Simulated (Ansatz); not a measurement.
Molecule: C$_{2}$H$_{8}$BN$_{2}$ (charge 0, doublet). It need not be the lowest isomer of its formula. 
Geometry from a B3LYP-D3(BJ)/def2-TZVP (Ansatz, a first-principles code) optimisation:
SMILES: C[CH]B(N)N
```xyz
13

C      2.1256    -0.0392     0.0759
C      0.7892    -0.6889     0.1691
B     -0.5827    -0.0072    -0.0171
N     -1.7653    -0.7912     0.1110
N     -0.6726     1.3826    -0.3121
H      2.7448    -0.4998    -0.7047
H      2.0680     1.0284    -0.1444
H      2.6938    -0.1489     1.0085
H      0.8211    -1.7539     0.3921
H     -1.7354    -1.7727     0.3190
H     -2.6979    -0.4320     0.0064
H      0.1348     1.9696    -0.4114
H     -1.5395     1.8736    -0.4426
```
Charge 0, spin multiplicity 2.

Total electronic energies in hartree. Valence correlation only, unless marked. Open shells are spin-unrestricted. Spin-orbit coupling is left out. No relativistic terms. Basis-set limits of correlation are two-point, X^-3; Hartree-Fock from the larger set.

| level | program | energy (Eh) |
|---|---|---|
| PBE-D4/def2-TZVPD | Ansatz + dftd4 | -215.22870 |
| PBE0-D4/def2-TZVP | Ansatz + dftd4 | -215.25476 |
| r2SCAN0-D4/def2-TZVPD | Ansatz + dftd4 | -215.36744 |
| wB97M-V/def2-TZVPD | Ansatz | -215.40587 |
| wB97X-V/def2-TZVPD | Ansatz | -215.44499 |
| B2GP-PLYP-D4/def2-TZVPD | Ansatz + dftd4 | -215.27545 |
| PBE-QIDH/def2-TZVPD | Ansatz | -215.21182 |
| CCSD/cc-pwCVTZ | Ansatz | -215.02337 |
| CCSD(T)/CBS(cc-pVTZ,cc-pVQZ) | Ansatz | -215.1499 |

Totals of different functionals don't rank their quality; only differences between species are comparable.
